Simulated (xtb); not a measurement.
C₃H₇FOSi, SMILES O=C[SiH2][C@@H](C)F. All values are semi-empirical tight-binding results from xtb (GFN2-xTB unless named), good for trends rather than for accurate numbers. The structure is a stationary point at GFN2-xTB. The structure was generated by enumeration; whether it is a known compound was not checked. One conformer was computed; it need not be the lowest.

Optimised geometry:

```xyz
13

C     -2.5334    -0.1201    -0.2096
C     -1.1011    -0.5669     0.0253
F     -0.7078    -1.3850    -1.0355
Si     0.1702     0.8800     0.1151
C      1.9010     0.0501     0.1876
O      2.7469     0.3269     0.9984
H     -2.5995     0.4717    -1.1188
H     -3.1915    -0.9814    -0.3092
H     -2.8654     0.4844     0.6292
H     -1.0571    -1.2165     0.9089
H     -0.0858     1.6869     1.3046
H      0.0948     1.6344    -1.1374
H      2.1169    -0.7269    -0.5771
```
Charge 0, spin multiplicity 1.

The orbital gap is 2.48 eV. The dipole moment is 2.98 D, the zero-point energy comes out as 56.6 kcal/mol and the G − E(el) at 298.15 K (modified RRHO) is 35.6 kcal/mol. The static polarisability (D4 model) is 69.5 bohr³. The solvation energy, GFN2-xTB/ALPB(water) is -3.2 kcal/mol and the solvation energy, GFN2-xTB/ALPB(dmf) is -6.9 kcal/mol.

Computed atomic charges and the Wiberg bond orders between heavy atoms:
charges (e) C1 -0.12, C2 0.04, F3 -0.28, Si4 0.45, C5 0.11, O6 -0.32, H7 0.05, H8 0.06, H9 0.04, H10 0.03, H11 -0.05, H12 -0.05, H13 0.03. Bond orders C1–C2 1.03, C2–F3 0.92, C2–Si4 0.84, Si4–C5 0.83, C5–O6 1.98.
